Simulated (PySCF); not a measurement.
C7H11 (doublet state).
Structure used (GFN2-xTB), in Å, numbered top down from 1:
```xyz
18
C7H11 angstrom
C      2.8101   -1.5229   -0.1414
C      2.5580   -0.4904    0.9591
C      1.2011    0.0069    0.9313
C      0.0575    0.4326    0.8996
C     -1.2188    0.8948    0.8647
C     -2.2941    0.2483    0.0631
C     -2.7144    1.1353   -1.1160
H      3.8372   -1.8779   -0.0923
H      2.1417   -2.3734   -0.0257
H      2.6404   -1.0832   -1.1219
H      2.7531   -0.9438    1.9388
H      3.2500    0.3518    0.8430
H     -1.4619    1.8034    1.3956
H     -3.1715    0.0781    0.6972
H     -1.9493   -0.7171   -0.3123
H     -1.8685    1.3026   -1.7788
H     -3.0672    2.1005   -0.7589
H     -3.5122    0.6607   -1.6831
```

The hyperfine couplings belong to this conformer and change with its torsions.

As a line formula: `CCC#C[CH]CC` [radical].

Level of theory: UKS B3LYP, pcH-1 on C H, non-relativistic, mean-field spin-orbit, GIAO in PySCF. Geometry: GFN2-xTB, one conformer, isolated molecule. A GFN2-xTB geometry isn't a minimum of the functional, and hyperfine couplings can be far from their values at a DFT geometry.

Question: How many α and β electrons are there, and what is ⟨S²⟩ of the pure spin state?

Answer: Nα = 27, Nβ = 26 (53 in all), and S(S+1) = 0.75 for S = 1/2.

Mulliken spin populations, one withheld:

```tsv
atom	bound to	population
C1	C2, H8, H9, H10	+0.0043
C2	C1, C3, H11, H12	-0.0444
C3	C2, C4	+0.5125
C4	C3, C5	-0.2457
C5	C4, C6, H13	?
C6	C5, C7, H14, H15	-0.0596
C7	C6, H16, H17, H18	+0.0271
H8	C1	+0.0002
H9	C1	-0.0002
H10	C1	+0.0011
H11	C2	+0.0302
H12	C2	+0.0170
H13	C5	-0.0349
H14	C6	+0.0245
H15	C6	+0.0016
H16	C7	-0.0006
H17	C7	-0.0010
H18	C7	+0.0086
```

Question: Complete the table.

Answer: The populations add up to Nα − Nβ = 1, and the others sum to 0.2407, so C5 holds +0.759.

Question: Sum the populations by element and by sign.

Answer: Carbon +0.95, hydrogen +0.05. The positive populations sum to 1.39, the negative ones to -0.39.

Question: With ⟨S²⟩ = 0.7672, find the sum of squared α–β overlaps and estimate the admixture of higher spin.

Answer: For a single determinant ⟨S²⟩ = S(S+1) + Nβ − Σ|⟨iα|jβ⟩|², so the squared overlaps of occupied orbitals sum to 26 − 0.0172 = 25.9828. If the quartet state (S + 1) were the only admixture, its weight would be 0.0172/(2S + 2) = 0.57 %. For Kohn–Sham this describes the determinant of the orbitals, not the true wave function.

Question: What Fermi-contact NMR shifts do the couplings of C1, C2, C3, C6, C7, H8/H9/H10, H11/H12 imply at 200 K (Curie law, g = gₑ)?

Answer: δ = a_FC·h·gₑ μB S(S+1)/(3 g_N μN kT), with k/h = 20836.6 MHz/K:

```csv
nuclei,isotope,a_FC (MHz),g_N,contact shift (ppm)
C1,13C,6.31,1.4048,+991
C2,13C,-18.80,1.4048,-2951
C3,13C,43.77,1.4048,+6872
C6,13C,-25.75,1.4048,-4043
C7,13C,54.03,1.4048,+8483
H8/H9/H10,1H,-0.66,5.5857,-26
H11/H12,1H,56.27,5.5857,+2222
```

All at the stated temperature. Entries for several nuclei are means.

Class means assume fast exchange of nuclei equivalent by connectivity; if that motion is slow, each nucleus keeps its own coupling. The 1H value of +56.3 MHz is a mean of couplings from 41.3 to 71.2 MHz in this one geometry, not an average over conformers.

β density exceeds α density at some nuclei, such as C4 (-0.0570), C6 (-0.0229) and C2 (-0.0167), spin density in bohr⁻³. In a single determinant that takes different orbitals for the two spins, that is spin polarisation.
